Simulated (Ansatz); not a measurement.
Consider the ligand exchange at a Ge–Cl bond: `[SH][GeH2][Cl]` + silanol → `[SiH3][O][GeH2][SH]` + HCl.

Isolated molecules relaxed with PBE0-D4/def2-TZVP in Ansatz; ΔE leaves out vibrations. CCSD(T)/CBS adds triple-zeta CCSD(T) − MP2 to the extrapolated MP2 energy (def2 sets, frozen cores). This one scheme is used for every species. Functionals use def2-TZVPP. For Ge outer-core shells are correlated without core-valence functions, which leaves a few kJ/mol of doubt a bond. Scalar relativity is left out up to krypton. Each species was taken in one conformer, which may not be the lowest.

CCSD(T)/CBS gives +5.9 kcal/mol.

(1) Another level gave +6.8 kcal/mol. Which?
A. PBE0/def2-TZVPP
B. B2PLYP/def2-TZVPP
C. SCS-MP2/def2-TZVPP
D. PBE-D4/def2-TZVPP

Largest T1 diagnostic among the species: 0.012.

Results:

(1) B. B2PLYP 6.8, SCS-MP2/def2-TZVPP 5.1, PBE0 8.8, PBE-D4 7.8 kcal/mol.

The D4 term adds −1.6 kcal/mol with B3LYP and −1.0 kcal/mol with PBE0; it sums over pairs of atoms, weighted by their polarisabilities, and B3LYP, whose exchange is more repulsive, gets the larger term. In def2-TZVPP, CCSD(T) changes the Hartree–Fock value by −2.1 kcal/mol (the triples alone add −0.2 kcal/mol) and MP2 by −1.4 kcal/mol.

B3LYP here is the variant with VWN-RPA as its local correlation; programs differ in this.
